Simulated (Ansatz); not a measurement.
Isolated molecules relaxed with PBE0-D4/def2-TZVP in Ansatz; ΔE leaves out vibrations. CCSD(T)/CBS adds triple-zeta CCSD(T) − MP2 to the extrapolated MP2 energy (def2 sets, frozen cores). Functionals use def2-TZVPP. B3LYP here is the variant with VWN-RPA as its local correlation; programs differ in this. For Ge outer-core shells are correlated without core-valence functions, which leaves a few kJ/mol of doubt a bond. Scalar relativity is left out up to krypton. Each species was taken in one conformer, which may not be the lowest.

Consider the redistribution: `C[BH][GeH3]` + `F[SiH2][SiH]1C[SiH2]1` → `F[SiH2][GeH3]` + `CB[SiH]1C[SiH2]1`.

Problem. Is it downhill or uphill in electronic energy at CCSD(T)/CBS, and by how much? (An estimate is asked.)

Solution. Computed: Downhill: ΔE = -43.9 kJ/mol.

Problem. What do these levels give: r2SCAN-D4, ωB97M-V, PBE, r2SCAN, B3LYP, MP2/def2-TZVPP? (An estimate is asked.)

Solution. The calculation gave: r2SCAN-D4 -50.6, ωB97M-V -46.6, PBE -56.3, r2SCAN -50.0, B3LYP -35.5, MP2/def2-TZVPP -54.1 kJ/mol.

Largest T1 diagnostic among the species: 0.013.

From PBE to PBE0 (25 % exact exchange), in def2-TZVPP and without D4, ΔE moves by +8.3 kJ/mol. The D4 term adds −4.8 kJ/mol with B3LYP and −2.3 kJ/mol with PBE0; it sums over pairs of atoms, weighted by their polarisabilities, and B3LYP, whose exchange is more repulsive, gets the larger term.
